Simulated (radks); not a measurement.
The iron ion Fe4+, 22 electrons, occupied as [Ar] 3d3.5 4f0.5 (fractional occupations, a model configuration).

Method: Dirac Kohn-Sham, PBE, spin-unpolarised, spherical densities, finite nucleus; open shells fill j = l - 1/2 first; Fermi nuclear charge, rms radius 3.7377 fm; computed with a radial shooting solver on a logarithmic mesh with Libxc functionals.

Energy parts (hartree):
total: -1267.44648
kinetic: 1285.30537
electron-nucleus: -2979.65896
Hartree: 480.45093
exchange-correlation: -53.54382

Orbitals (lengths in bohr, moments of r in powers of bohr; <r^-3> diverges for s and p1/2):
orbital  occ.  eigenvalue (hartree)   <r^-3>      <r>   <1/r>
1s1/2       2             -259.6841        -  0.05846   25.98
2s1/2       2             -32.70477        -   0.2667   5.581
2p1/2       2             -28.55145        -   0.2334   5.525
2p3/2       4             -28.09308    469.0   0.2365   5.427
3s1/2       2              -5.86584        -   0.7898   1.797
3p1/2       2              -4.63317        -   0.8159   1.685
3p3/2       4              -4.57169    63.35   0.8237   1.664
3d3/2     3.5              -2.58056    6.696   0.8930   1.414
3d5/2       0              -2.57285    6.592   0.8956   1.410
4f5/2     0.5              -0.65115  0.05511    3.606  0.3178
4f7/2       0              -0.65111  0.05507    3.606  0.3178

The highest occupied level is 4f5/2 at -17.719 eV. The configuration is held as typed, so some empty levels lie below it. The density falls to 0.001 e/bohr^3 at r = 3.57 bohr. Summed over all electrons, <r^2> = 17.47 bohr^2, which gives a Langevin (diamagnetic) susceptibility term of -13.8 x 10^-6 cm^3/mol. The electron density at the nucleus is 1.51e+04 e/bohr^3.
